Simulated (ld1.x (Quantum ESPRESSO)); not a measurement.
# Varying the TM potential for Tm

Base potential:

| Property | Result |
| --- | --- |
| Element | thulium (Tm) |
| Generator | ld1.x (Quantum ESPRESSO) 7.5 |
| Type | norm-conserving Troullier–Martins (Kleinman–Bylander form) |
| Functional | PBE |
| Relativity | fully relativistic |
| Frozen core | [Xe] 4f12 |
| Valence charge | 3 |
| Reference configuration | 5d1 6s2 6p0 |
| Partial waves | 6s (bound): rc 2.60 bohr; 6p (bound, empty): rc 3.40 bohr; 5d (bound): rc 1.85 bohr |
| Local potential | all-electron potential smoothed inside 1.55 bohr (lloc = -2) |
| Core correction | none |

Open shells are filled in proportion to 2j + 1 (rel_dist='average').

All-electron outer shells of the reference configuration (PBE, scalar-relativistic, ld1.x):

| shell | level (eV) | outermost node (bohr) | outermost maximum (bohr) |
| --- | --- | --- | --- |
| 5p | -30.39 | 0.63 | 1.24 |
| 4f | -9.57 | – | 0.49 |
| 6s | -4.49 | 1.46 | 3.17 |
| 5d | -1.97 | 0.71 | 1.87 |
| 6p | -1.34 | 1.78 | 4.39 |

Cutoffs, loose and tight: the cutoffs (Ry, on a coarse ladder) from which the occupation-weighted sum of valence levels, in a spherical-Bessel basis at the reference potential, stays within 10 and 1 mRy of its value at 400 Ry. They do not see the model core or the augmentation charge, which bear on the density cutoff. Test errors are all-electron minus pseudo excitation energies from the reference, over the configurations 5d1 6s1 6p0; 5d1 6s0 6p0; 5d1 6s1.5 6p0; 5d1 6s1 6p1; 5d2 6s1 6p0; 5d0 6s2 6p1; 5d2 6s0 6p0. A dash means not determined; rows that change the core or the reference have their own tests.

A true bound ghost makes a file unfit for plane-wave use even where its test errors are small: the radial tests pick states by their node count and pass the ghost by. Where a test does run into it, the solver fails or the error is huge.

Cutoffs are not given where the Bessel-basis levels miss the radial ones by over 6 mRy, ghosts where they miss by over 20 mRy; a channel whose overlap is not positive is not tested.

```csv
change,outcome,"cutoff, loose","cutoff, tight",bound ghosts,largest test error (meV)
base,generated,18 Ry,25 Ry,"s, p3/2, p1/2",+203
"type PAW; waves now 6s (bound): rcut 2.25, rcutus 2.60 bohr; 6s channel at 0.35 Ry: rcut 2.25, rcutus 2.60 bohr; 6p (bound): rcut 2.95, rcutus 3.40 bohr; 6p channel at 4 Ry: rcut 2.95, rcutus 3.40 bohr; 5d (bound): rcut 1.60, rcutus 1.85 bohr; 5d channel at 0.65 Ry: rcut 1.60, rcutus 1.85 bohr; local potential all-electron potential smoothed inside 3.10 bohr (lloc = -1); core correction a·sin(br)/r model core, default radius (ld1.x builds one for every PAW set, though the input has nlcc=.false.); augmentation BESSEL, radius 1.40 bohr",failed: new_paw_hamiltonian: negative rho,–,–,–,–
scalar-relativistic,generated,18 Ry,25 Ry,"s, p",+198
wave 6p (bound): rc 3.40 bohr becomes 6p (bound): rc 2.72 bohr,generated,18 Ry,25 Ry,"s, p3/2, p1/2",+203
wave 6s (bound): rc 2.60 bohr becomes 6s (bound): rc 1.92 bohr,generated,60 Ry,70 Ry,"s, p3/2, p1/2",+503
wave 5d (bound): rc 1.85 bohr becomes 5d (bound): rc 2.34 bohr,generated,18 Ry,25 Ry,"s, p3/2, p1/2",+203
local potential all-electron potential smoothed inside 3.48 bohr (lloc = -2),generated,18 Ry,25 Ry,none,+185
```

Problem. What comes out with this change to the base: reference 5d1.5 6s1.5 6p0?

Solution. outcome: generated; cutoff, loose: 18 Ry; cutoff, tight: 25 Ry; bound ghosts: s, p3/2, p1/2; largest test error (meV): +230 over the solved tests; 1 of 7 tests not solved or not reliable.

Problem. What comes out with this change to the base: core [Kr] 4d10 4f13, valence charge 10; reference 5s2 5p6 5d0 6s2 6p0; waves now 5s (bound): rc 2.00 bohr; 5d (bound): rc 3.75 bohr; 5p (bound): rc 1.90 bohr; local potential the p channel?

Solution. outcome: generated, misses its reference levels by 3.96 eV; bound ghosts: not determined; largest test error (meV): -895.

Problem. What comes out with this change to the base: all radii scaled by about 1.22 (s 3.16, p 4.14, d 2.26 bohr); local potential all-electron potential smoothed inside 1.88 bohr (lloc = -2)?

Solution. outcome: generated; cutoff, loose: 18 Ry; cutoff, tight: 25 Ry; bound ghosts: s; largest test error (meV): +207.
